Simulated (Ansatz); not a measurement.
Ansatz (a program for electronic structure) input (CCSD(T)/cc-pV(5+d)Z):
A basis named .json is the Basis Set Exchange file of that set.

Ansatz 0.2 input:
```yaml
crystal:
  periodic: [false, false, false]
  atoms:
    - {symbol: Si, position_ang: [0.00072632, -0.00029779, -0.01695534]}
    - {symbol: F, position_ang: [-0.06775515, 0.02777937, 1.58169715]}
    - {symbol: O, position_ang: [-0.79227925, 1.28866523, -0.60390241]}
    - {symbol: O, position_ang: [1.55523161, 0.04905840, -0.48157087]}
    - {symbol: O, position_ang: [-0.69276481, -1.36650028, -0.55300679]}
    - {symbol: H, position_ang: [-0.50099313, 2.16952486, -0.35688671]}
    - {symbol: H, position_ang: [2.15183597, -0.64594437, -0.19379937]}
    - {symbol: H, position_ang: [-1.61271539, -1.53921261, -0.33937293]}
basis:
  gaussian:
    orbitals: cc-pV_5+d_Z.json
magnetization: {spin_polarized: false}
correlation: {method: ccsd_t, electrons: outside_noble_gas}
```

End of the output:

```
integrals: 23.83 GiB planned
4063 factors; integrals over basis functions are off by at most 7.5e-4 eV
8.42 GiB of device memory are held for the factors and their scratch space
mean field: 8.46 GiB planned
mean field evaluation 1: about -16733.7740 eV, gradient 5.9e1 eV
mean field evaluation 2: about -16733.8305 eV, gradient 5.9e1 eV
mean field evaluation 4: about -16739.1482 eV, gradient 2.8e0 eV
mean field evaluation 8: about -16739.1761 eV, gradient 2.6e-1 eV
mean field evaluation 16: about -16733.7741 eV, gradient 5.9e1 eV
mean field -16739.17628260 eV, -615.1533821644 hartree, gradient 7.2e-7 eV, S^2 0.000000; 0 other end points of the search recorded, 0 dependent functions left out
9 core orbitals not correlated
reference -16739.17628260 eV, -615.1533821644 hartree; 16, 16 occupied and 604, 604 virtual orbitals, 4063 factors
second order -33.11363331 eV of doubles, -0.00000000 eV of singles
coupled cluster: 59.19 GiB planned
cycle   1  -32.15839831 eV  change    9.6e-1 eV  update   1.0e-1
cycle   2  -32.75628042 eV  change   -6.0e-1 eV  update   2.8e-2
cycle   3  -32.88513385 eV  change   -1.3e-1 eV  update   1.3e-2
cycle   4  -32.86196203 eV  change    2.3e-2 eV  update   2.5e-3
cycle   5  -32.86005159 eV  change    1.9e-3 eV  update   1.0e-3
cycle   6  -32.86084480 eV  change   -7.9e-4 eV  update   2.7e-4
cycle   7  -32.86071698 eV  change    1.3e-4 eV  update   9.7e-5
cycle   8  -32.86063619 eV  change    8.1e-5 eV  update   2.8e-5
cycle   9  -32.86063577 eV  change    4.2e-7 eV  update   9.9e-6
perturbative correction -1.19222826 eV, -0.0438135805 hartree
Total energy: -16773.22914664 eV, -616.4048018359 hartree
```
